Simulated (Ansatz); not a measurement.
**Molecular dynamics of Si16B**

input.yaml

```yaml
accuracy: low
crystal:
  lattice:
    - [0.0, 5.43, 5.43]
    - [5.43, 0.0, 5.43]
    - [5.43, 5.43, 0.0]
  atoms:
    - { symbol: Si, position: [-0.00690496, 0.00031714, 0.00639132] }
    - { symbol: Si, position: [0.13307677, 0.11852487, 0.12449401] }
    - { symbol: Si, position: [-0.00722659, 0.00055912, 0.50089176] }
    - { symbol: Si, position: [0.13026098, 0.12316364, 0.62358689] }
    - { symbol: Si, position: [-0.00423735, 0.50145519, 0.00163997] }
    - { symbol: Si, position: [0.13305656, 0.62416009, 0.12438064] }
    - { symbol: Si, position: [-0.0067964, 0.50608282, 0.50058759] }
    - { symbol: Si, position: [0.13319578, 0.6241868, 0.61877682] }
    - { symbol: Si, position: [0.50411205, -0.0017273, -0.00054355] }
    - { symbol: Si, position: [0.62202549, 0.12586224, 0.12696294] }
    - { symbol: Si, position: [0.50390726, -0.00130733, 0.49919039] }
    - { symbol: Si, position: [0.62180463, 0.12586676, 0.62645766] }
    - { symbol: Si, position: [0.50410945, 0.49887797, -0.00062469] }
    - { symbol: Si, position: [0.62206361, 0.62602798, 0.12646881] }
    - { symbol: Si, position: [0.50424508, 0.49888836, 0.49877365] }
    - { symbol: Si, position: [0.62214935, 0.62642165, 0.62636481] }
    - { symbol: B, position: [0.06338318, 0.81254819, 0.31275317] }
magnetization:
  spin_polarized: true
basis:
  ecutwfc: 420.0
kpoints:
  mp_grid: { grid: [2, 2, 2] }
hamiltonian:
  xc: pbe
  pseudopotentials: { kind: paw, azcp: { folder: soft_1 } }
scf:
  occupations: { method: fermi_dirac, width: 0.05 }
  lower_state_search: "off"
md:
  timestep: 1
  n_steps: 180
  ensemble: nvt_langevin
  temperature: 1500.0
  initial_velocities: maxwell_boltzmann
  seed: 436052
  friction: 0.005
```

Command:

```bash
$ ansatz run input.yaml --threads 1 --pin off --max-ram 3072MiB --backend cpu --events-out ev --progress --plain --runs-dir out
```

It starts from a relaxed structure.

Output, in part (step lines):

```
md step     0: t =     0.00 fs  T =  1411.8 K  F+E_penalty+E_count = -10324.13885082 eV  E_kin = 3.102240 eV  (13 SCF iters)
md step     1: t =     1.00 fs  T =  1331.8 K  F+E_penalty+E_count = -10324.12783335 eV  E_kin = 2.926555 eV  (6 SCF iters)
md step     2: t =     2.00 fs  T =  1319.6 K  F+E_penalty+E_count = -10324.09372064 eV  E_kin = 2.899792 eV  (6 SCF iters)
md step     3: t =     3.00 fs  T =  1283.5 K  F+E_penalty+E_count = -10324.03531287 eV  E_kin = 2.820294 eV  (6 SCF iters)
md step     4: t =     4.00 fs  T =  1313.4 K  F+E_penalty+E_count = -10323.95334234 eV  E_kin = 2.886026 eV  (6 SCF iters)
md step     5: t =     5.00 fs  T =  1302.7 K  F+E_penalty+E_count = -10323.84932240 eV  E_kin = 2.862563 eV  (6 SCF iters)
md step     6: t =     6.00 fs  T =  1292.6 K  F+E_penalty+E_count = -10323.72440381 eV  E_kin = 2.840487 eV  (6 SCF iters)
md step     7: t =     7.00 fs  T =  1153.3 K  F+E_penalty+E_count = -10323.58267160 eV  E_kin = 2.534274 eV  (6 SCF iters)
[... lines left out ...]
md step   179: t =   179.00 fs  T =  1113.3 K  F+E_penalty+E_count = -10321.80408476 eV  E_kin = 2.446313 eV  (6 SCF iters)
md step   180: t =   180.00 fs  T =  1108.5 K  F+E_penalty+E_count = -10321.70671372 eV  E_kin = 2.435748 eV  (6 SCF iters)
```

The steps, from the saved trajectory:

```
time (fs)  T (K)  potential energy less start (eV)
        0   1412                             0.000
        6   1293                             0.414
       12    802                             1.303
       18    852                             1.492
       24   1110                             1.055
       30   1280                             0.977
       36   1016                             1.460
       42    768                             2.012
       48    743                             2.288
       54    751                             2.318
       60    798                             2.204
       66    748                             2.290
       72    737                             2.570
       78    752                             2.875
       84    784                             3.032
       90    943                             3.005
       96   1088                             2.640
      102   1465                             2.184
      108   1303                             2.176
      114   1245                             2.486
      120   1211                             2.648
      126   1363                             2.608
      132   1380                             2.525
      138   1304                             2.456
      144   1248                             2.391
      150   1330                             2.294
      156   1266                             2.287
      162   1184                             2.224
      168   1388                             1.990
      174   1344                             1.969
      180   1108                             2.432
```

All steps were run. The mean temperature of the second half is 15 % below the set value. A run of 0.18 ps of so small a system gives no equilibrium averages. Limits of this set-up: coarse k mesh, a small cell, in which the defect meets its images, low accuracy level.

Mean squared displacements from the first frame to the last, about the centre of mass: Si 0.31 Å², B 1.23 Å².

Last frame:

```xyz
17
Lattice="0.0000 5.4300 5.4300 5.4300 0.0000 5.4300 5.4300 5.4300 0.0000" Properties=species:S:1:pos:R:3
Si -0.282 0.423 -0.112
Si 1.928 1.019 1.577
Si 3.085 3.046 0.550
Si 4.419 4.679 1.653
Si 2.652 -0.589 3.050
Si 3.484 1.495 4.027
Si 5.221 2.599 2.820
Si 6.339 3.646 4.734
Si 0.337 2.550 2.885
Si 1.399 4.526 4.051
Si 3.062 6.140 2.967
Si 4.361 7.005 4.697
Si 2.551 3.185 5.404
Si 4.182 3.821 7.087
Si 5.780 5.451 6.019
Si 6.945 7.169 6.986
B 5.968 1.975 6.109
```

Run time: 20 min on 1 thread of Arm Neoverse V1, with other jobs on the host, peak memory 0.64 GiB.
